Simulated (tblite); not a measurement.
Run record: tight-binding relaxation, `CO[SiH2]P[Si@H](C)P`.

Computed with GFN2-xTB geometry optimisation, gas phase (tblite 0.8.0). Start geometry: from a force field or distance geometry. The input is one job of a driver script: a line of settings, then coordinates in Å.

Command:
```bash
OMP_NUM_THREADS=1 python probes_run.py task.json out
```

Input:
```
{"job": {"kind": "relax", "xc": "GFN2-xTB", "basis": "xTB"}, "charge": 0, "multiplicity": 1}
C      3.182900    -0.515500    -0.147400
O      2.066700    -0.174700     0.672500
Si     1.371400     1.307800     0.507500
P     -0.125100     1.190100    -1.121200
Si    -1.601000    -0.014700     0.015100
C     -1.130800    -1.788000     0.085100
P     -3.522100     0.173700    -1.103500
H      4.021900     0.174800     0.021900
H      2.896900    -0.521900    -1.204200
H      3.500000    -1.523300     0.122600
H      0.709800     1.718500     1.768000
H      2.388100     2.306000     0.133300
H     -0.722300     2.452300    -0.915500
H     -1.824800     0.569000     1.347900
H     -0.213400    -1.927800     0.670100
H     -0.956800    -2.206300    -0.896300
H     -1.907300    -2.383000     0.568100
H     -3.780800     1.520300    -0.789200
H     -4.363000    -0.348100    -0.082900
```

Output:
```
step      E/eV     max force
  0    -625.61233    1.644
  1    -625.70381    0.587
  2    -625.74731    0.391
  3    -625.76925    0.385
  4    -625.78729    0.320
  5    -625.80121    0.264
  6    -625.81036    0.240
  7    -625.81949    0.278
  8    -625.82864    0.271
  9    -625.83700    0.191
... (138 lines left out)
148    -625.93493    0.018
149    -625.93500    0.018
150    -625.93506    0.023
151    -625.93512    0.025
152    -625.93519    0.028
153    -625.93527    0.024
154    -625.93533    0.014
155    -625.93535    0.011
156    -625.93536    0.011
157    -625.93538    0.009
```

«max force» is the largest atomic force in eV/Å.

Problem. From which step on does the largest force stay under 0.1 eV/Å, and how much energy is left to gain from there?

Solution. From step 53 (0.065 eV/Å), 16.0 meV above the end.

In short: energy lowered by 7.4 kcal/mol over 157 steps; largest atomic force 0.009 eV/Å at the end.

Problem. Where do the atoms end?

Solution. 0.409 Å rms from the input after alignment:
```
atom  x, y, z in Å
C1     2.7686   -0.6731   -0.2289
O2     2.2508    0.1232    0.7948
Si3    1.4663    1.5333    0.6524
P4    -0.0248    1.3360   -1.0038
Si5   -1.5590    0.0676    0.0365
C6    -0.8747   -1.7061    0.1414
P7    -3.3778    0.0070   -1.2944
H8     3.7419   -0.2935   -0.5486
H9     2.0947   -0.6880   -1.0908
H10    2.8878   -1.6870    0.1561
H11    0.9633    1.6395    2.0146
H12    2.3471    2.6416    0.2695
H13   -0.6518    2.5424   -0.7723
H14   -1.8802    0.5331    1.4048
H15    0.0153   -1.7390    0.7614
H16   -0.6089   -2.0685   -0.8484
H17   -1.6054   -2.3914    0.5597
H18   -3.7515    1.3151   -1.0453
H19   -4.2116   -0.4830   -0.3069
```

On Arm Neoverse N1, one thread, no GPU (shared host), this took 2.8 s.
Labels such as C1 count atoms from 1, the log's own numbers from 0.
